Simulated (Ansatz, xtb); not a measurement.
Relative energy of two isomers of ClH5InNSi

Structure I is `Cl[SiH2][NH][InH2]`, a singlet and structure II is `N[SiH2][InH][Cl]`, a singlet. Both are isolated molecules in the gas phase, relaxed with PBE0-D3(BJ)/def2-SVP; the shapes shown needn't be the lowest conformers.

I (Å):

```csv
atom,x (Å),y (Å),z (Å)
Cl,0.2419,1.4364,1.5435
In,-2.2752,-1.4708,-0.8680
N,-1.4937,-1.1723,1.0143
Si,0.0880,-0.6429,1.4011
H,1.0064,-1.0542,0.3043
H,0.5429,-1.1618,2.7224
H,-2.1689,-1.1607,1.7757
H,-1.1092,-1.4022,-2.1235
H,-3.9651,-1.7799,-0.8768
```

II (Å):

```xyz
9

Cl    1.4056    0.3025   -0.2843
In   -0.5094    0.7644    1.0905
N    -0.7919   -2.4293    0.1335
Si   -1.9698   -1.3117    0.7156
H    -0.3331    2.2832    1.8807
H     0.0204   -2.0565   -0.3515
H    -1.0304   -3.3646   -0.1754
H    -3.1004   -0.9540   -0.2101
H    -2.6109   -1.8001    1.9764
```

Question: Estimate which is lower in electronic energy at CCSD(T)/def2-SVP + ΔMP2/def2-TZVPP, and by roughly how much.

Answer: The CCSD(T)/def2-SVP + ΔMP2/def2-TZVPP calculation puts structure II lower, by 0.090 eV.

The same difference at several levels:

```json
{"level": "PBE0-D3(BJ)/def2-SVP", "geometry": "PBE0-D3(BJ)/def2-SVP", "E(II) − E(I) (eV)": "−0.340", "departure from the last row (eV)": "−0.250", "job, with rough time for the two": "optimisation, 100 s"}
{"level": "HF/def2-SVP", "geometry": "PBE0-D3(BJ)/def2-SVP", "E(II) − E(I) (eV)": "−0.216", "departure from the last row (eV)": "−0.127", "job, with rough time for the two": "part of the CCSD(T) run"}
{"level": "MP2/def2-SVP", "geometry": "PBE0-D3(BJ)/def2-SVP", "E(II) − E(I) (eV)": "−0.034", "departure from the last row (eV)": "+0.056", "job, with rough time for the two": "part of the CCSD(T) run"}
{"level": "CCSD(T)/def2-SVP", "geometry": "PBE0-D3(BJ)/def2-SVP", "E(II) − E(I) (eV)": "−0.097", "departure from the last row (eV)": "−0.007", "job, with rough time for the two": "single point"}
{"level": "CCSD(T)/def2-SVP + ΔMP2/def2-TZVPP", "geometry": "PBE0-D3(BJ)/def2-SVP", "E(II) − E(I) (eV)": "−0.090", "departure from the last row (eV)": "", "job, with rough time for the two": "single point, 30 s"}
```

As drawn, II has 1 In–Si, 1 Cl–In, 1 N–H in place of 1 Cl–Si, 1 In–N, 1 In–H.

The levels shown agree on the order. The largest departure from CCSD(T)/def2-SVP + ΔMP2/def2-TZVPP is that of PBE0-D3(BJ)/def2-SVP, 0.250 eV. Levels run at GFN2-xTB geometries aren't shown. The last row adds to CCSD(T) the change of the MP2 difference between the two basis sets, here +0.007 eV.

With harmonic frequencies from PBE0-D3(BJ)/def2-SVP (ideal gas, rigid rotor, one conformer each, 298.15 K, 1 atm): on the last row, ΔE + ΔZPE = +0.002 eV. A mode under 50 cm⁻¹ makes harmonic enthalpies and free energies unreliable, so none is given.

The correlated steps freeze 15 core orbitals; the filled d shell of In is correlated, in a basis made for valence electrons. Atoms past krypton carry core potentials in the def2 sets and no spin–orbit term is included. Run with Ansatz 0.2.0; the last row on 2 threads of Intel(R) Xeon(R) Platinum 8259CL CPU @ 2.50GHz (Skylake/Cascade Lake) on a shared host.
